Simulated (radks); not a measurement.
Neutral cobalt, 27 electrons, occupied as [Ar] 3d7 4s1 4p1 (not the ground configuration).

Method: non-relativistic Kohn-Sham, r2SCAN, spin-polarised, spherical densities, point nucleus; open shells are filled with parallel spins first; meta-GGA in the generalised Kohn-Sham scheme; computed with a radial shooting solver on a logarithmic mesh with Libxc functionals.

Energy parts (eV):
total: -37621.348
kinetic: 37593.020
electron-nucleus: -89619.359
Hartree: 16014.264
exchange-correlation: -1609.273

Orbitals (lengths in bohr, moments of r in powers of bohr; <r^-3> diverges for s and p1/2):
orbital  occ.  eigenvalue (eV)      <r>  <r^-3>   <1/r>
1s up       1        -7541.993  0.05692       -   26.51
1s down     1        -7541.943  0.05692       -   26.51
2s up       1        -894.3516   0.2584       -   5.720
2s down     1        -892.2977   0.2580       -   5.728
2p up       3        -774.8733   0.2263   527.4   5.660
2p down     3        -773.3099   0.2259   528.9   5.668
3s up       1        -106.5407   0.7813       -   1.807
3s down     1        -102.2406   0.7844       -   1.796
3p up       3         -70.3373   0.8184   65.95   1.678
3p down     3         -66.0364   0.8228   64.85   1.667
3d up       5         -11.6401    1.037   6.023   1.307
4s up       1          -7.4777    2.826       -  0.4582
3d down     2          -7.4530    1.073   5.797   1.279
4s down     0          -4.1165    3.007       -  0.4327
4p up       1          -2.6224    3.769   2.441  0.3410

The highest occupied level is 4p up at -2.622 eV. The configuration is held as typed, so some empty levels lie below it. Spin moment in Bohr magnetons: 5. Summed over all electrons, <r^2> = 43.03 bohr^2, which gives a Langevin (diamagnetic) susceptibility term of -34.1 x 10^-6 cm^3/mol. The spin density at the nucleus is 4.944 e/bohr^3 (1s 0.060, 2s -1.602, 3s 1.209, 4s 5.277), a Fermi contact field of 259 T. The electron density at the nucleus is 1.337e+04 e/bohr^3.
